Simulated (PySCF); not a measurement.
A GIAO shielding run with PySCF 2.14.0 with density-fitted response routines (density fitting, non-relativistic, gas phase) on `S1C=C(C)C([SiH3])=C1S(=O)(=O)Cl`, C5H7ClO2S2Si:

```
$ OMP_NUM_THREADS=1 python probes_run.py task.json out

{"job": {"kind": "nmr", "xc": "PBE0", "basis": "pcSseg-1"}, "charge": 0, "multiplicity": 1}
C      2.451620    -0.714642     0.119337
C      1.337068     0.269412     0.224869
C      1.504761     1.563127     0.625047
S      0.042896     2.473850     0.653022
C     -0.790890     1.078270     0.106546
S     -2.505629     1.096237    -0.139563
O     -3.002124     2.409361    -0.379396
O     -2.861073     0.041057    -1.037582
Cl    -3.205328     0.539791     1.687850
C     -0.024000    -0.027894    -0.077275
Si    -0.819077    -1.644573    -0.659830
H      3.398088    -0.244101     0.371100
H      2.278934    -1.548638     0.796116
H      2.507618    -1.112312    -0.891423
H      2.423234     2.040333     0.907544
H      0.256506    -2.634151    -0.479498
H     -1.894305    -2.026159     0.245886
H     -1.107057    -1.552651    -2.084407
```

Hardware: 1 thread of an Intel Xeon Platinum 8488C, shared host. The job also computes population analyses, field gradients, ring-centre shieldings.

Question: How large is the calculation?

Answer: 116 electrons, 250 basis functions and 1391 auxiliary functions.

Question: How long does it take, and how much memory does it need?

Answer: 68 s of wall time, with 15 SCF cycles and 5 response iterations; peak memory 1.2 GiB. Times on a shared host scatter by some tens of per cent.
